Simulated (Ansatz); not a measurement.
C2H7FSi2. Total charge 0; spin multiplicity 1. The bonds changed during the relaxation, so this is another structure than the one it started from.

```xyz
12

C     0.221   -1.027    1.290
Si   -0.817    0.178    0.317
C    -0.186    0.338   -1.455
Si    0.921    1.855   -1.418
F     2.186    1.214   -0.622
H     0.139   -2.035    0.875
H     1.271   -0.727    1.253
H    -0.091   -1.061    2.336
H    -2.260   -0.182    0.336
H    -1.023    0.492   -2.142
H     0.349   -0.579   -1.721
H    -0.710    1.534    0.951
```

Problem. What are the harmonic wavenumbers in cm⁻¹ at PBE0-D4/def2-TZVP (Ansatz, finite differences of forces, unscaled)? (An estimate is asked.)

Solution. The calculation gave: 44, 78, 95, 174, 202, 290, 469, 603, 627, 657, 714, 723, 736, 818, 886, 888, 930, 957, 976, 1277, 1374, 1450, 1454, 2145, 2213, 3053, 3062, 3133, 3139, 3144.

Problem. Is this a minimum?

Solution. Yes, all 30 modes are real.

Problem. Give the ideal-gas thermochemistry at 298.15 K and 1 bar (rigid rotor, harmonic oscillator; point group C1, symmetry number 1).

Solution. Zero-point energy 217.2 kJ/mol; H(298) − E = 241.0 kJ/mol; entropy 374.9 J/(mol·K), of which translation 167.0, rotation 114.8, vibration 93.1; G(298) − E = 129.2 kJ/mol. Modes under 100 cm⁻¹ are hindered rotations or soft bends, so the harmonic entropy is rough.

Problem. Rotational constants (cm⁻¹)?

Solution. 0.1679, 0.06479, 0.0527.
